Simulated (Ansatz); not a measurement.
Job for Ansatz (a quantum-chemistry and plane-wave program): R-CCSD(T)/cc-pVTZ on H2O2 (SMILES OO).

Ansatz 0.2 input:
```yaml
crystal:
  periodic: [false, false, false]
  atoms:
    - {symbol: O, position_ang: [-0.66774537, 0.24835384, 0.28656663]}
    - {symbol: O, position_ang: [0.66249070, 0.25679685, -0.29128223]}
    - {symbol: H, position_ang: [-1.14599294, -0.26807340, -0.37791901]}
    - {symbol: H, position_ang: [1.15124762, -0.23707729, 0.38263462]}
basis:
  gaussian:
    orbitals: cc-pVTZ
magnetization: {spin_polarized: false}
correlation: {method: ccsd_t, electrons: outside_noble_gas}
scf: {lower_state_search: off}
```

The log:

```
WARN ansatz: RAYON_NUM_THREADS=1 ignored (pool sized by the plan → 1); use --threads N
Functional definition: HF
these checks for a lower state are left out or cut short: stability, starts, cluster_reference, orbital_swaps, neighbouring_geometries, increment
integrals: 0.07 GiB planned
527 factors; integrals over basis functions are off by at most 8.2e-4 eV
mean field: 0.12 GiB planned
mean field evaluation 1: about -4103.5201 eV, gradient 2.3e1 eV
mean field evaluation 2: about -4103.5276 eV, gradient 2.3e1 eV
mean field evaluation 4: about -4104.4405 eV, gradient 2.0e0 eV
mean field evaluation 8: about -4104.4493 eV, gradient 6.9e-5 eV
mean field -4104.44930205 eV, -150.8357297546 hartree, gradient 2.0e-6 eV, S^2 0.000000; 0 other end points of the search recorded, 0 dependent functions left out
2 core orbitals not correlated
reference -4104.44930205 eV, -150.8357297546 hartree; 7, 7 occupied and 79, 79 virtual orbitals, 527 factors
second order -13.52149516 eV of doubles, -0.00000000 eV of singles
coupled cluster: 0.18 GiB planned
cycle   1  -13.32735119 eV  change    1.9e-1 eV  update   6.7e-2
cycle   2  -13.66313242 eV  change   -3.4e-1 eV  update   2.0e-2
cycle   3  -13.72347140 eV  change   -6.0e-2 eV  update   8.7e-3
cycle   4  -13.72168146 eV  change    1.8e-3 eV  update   2.0e-3
cycle   5  -13.72312724 eV  change   -1.4e-3 eV  update   9.2e-4
cycle   6  -13.72312634 eV  change    9.0e-7 eV  update   3.4e-4
cycle   7  -13.72299645 eV  change    1.3e-4 eV  update   1.4e-4
cycle   8  -13.72297191 eV  change    2.5e-5 eV  update   6.2e-5
cycle   9  -13.72295735 eV  change    1.5e-5 eV  update   3.2e-5
cycle  10  -13.72295675 eV  change    6.0e-7 eV  update   1.3e-5
perturbative correction -0.50225086 eV, -0.0184573788 hartree
Total energy: -4118.67450966 eV, -151.3584964922 hartree
Checks for a lower state left out: stability, starts, cluster_reference, orbital_swaps, neighbouring_geometries, increment
```

The calculation finished and met its thresholds.

Cost: about 0.7 core-seconds (a rough figure).
